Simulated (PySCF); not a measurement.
**Yb(OH)3 at several levels of theory**

Computed with PySCF 2.14.0 (density fitting, no spin-orbit coupling) at the geometry relaxed with PBE:

```xyz
7
Yb(OH)3 (singlet in the valence; each metal's 4f electrons, 13 of them, lie in its core potential, out of spins and levels)
Yb    0.0000    0.0000    0.1380
O     2.0096    0.0000    0.1437
H     2.9745    0.0000    0.1493
O    -1.0048    1.7404    0.1437
H    -1.4873    2.5760    0.1493
O    -1.0048   -1.7404    0.1437
H    -1.4872   -2.5760    0.1493
```

```csv
level,basis,state,HOMO (eV),gap (eV),charge on Yb1 (e),population of f-type functions on Yb1 (polarisation alone where 4f lies in the core),dipole about the centre of mass (D),largest force component (eV/Å)
PBE,"Yb lcecp-1-SVP with ECP59, O def2-SVP, H def2-SVP",singlet,-5.96,3.89,0.83,0.07,0.01,0.00
M06-L,the same,singlet,-6.14,5.41,1.19,0.06,0.02,0.63
BLYP,the same,singlet,-5.84,3.73,0.80,0.06,0.01,0.16
BP86,the same,singlet,-6.07,4.05,0.84,0.07,0.01,0.06
PBE,"Yb lcecp-1-TZVP with ECP59, O def2-TZVP, H def2-TZVP",singlet,-6.24,4.08,1.50,0.07,0.02,0.27
```

In the lcecp rows the 4f levels are missing from HOMO and gap, and the state counts the valence alone.

Charges are Mulliken's, which hang on the basis. The relaxation used the grid (50, 194), these runs (75, 302) or, all-electron (x2c bases, spin-free X2C Hamiltonian), (99, 590).

What does TPSSh with Yb lcecp-1-SVP with ECP59, O def2-SVP, H def2-SVP give here?

state singlet, HOMO (eV) -6.71, gap (eV) 5.20, charge on Yb1 (e) 1.02, population of f-type functions on Yb1 (polarisation alone where 4f lies in the core) 0.07, dipole about the centre of mass (D) 0.02, largest force component (eV/Å) 0.28. Time: 8.4 s on 2 threads of Arm Neoverse N1, with other jobs on the host, from an already converged density.

An lcecp potential fixes the number of 4f electrons, so in runs with it no electron can move into or out of that shell.
